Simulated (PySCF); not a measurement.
Mg: excitation energy

Mg [Ne] 3s2 (1S) → Mg [Ne] 3s1 3p1 (3P), as a difference of total energies. Computed with PySCF 2.14 in aug-cc-pVQZ (7s6p4d3f2g, 84 functions), with no relativity, point nucleus. Correlated levels: valence: [Ne] frozen. The calculations carry no spin-orbit coupling.

```json
{"method": "UHF", "excitation energy (eV)": "1.791", "error (eV)": "-0.923"}
{"method": "MP2 (valence)", "excitation energy (eV)": "2.390", "error (eV)": "-0.324"}
{"method": "SCS-MP2 (valence)", "excitation energy (eV)": "2.567", "error (eV)": "-0.147"}
{"method": "CCSD (valence)", "excitation energy (eV)": "2.593", "error (eV)": "-0.121"}
```

Reference: 2.714 eV (measured; NIST levels, between the centres of gravity of the two terms).

Errors of the correlated levels include the incompleteness of this basis and the frozen core.

With two correlated electrons CCSD is exact in that space.
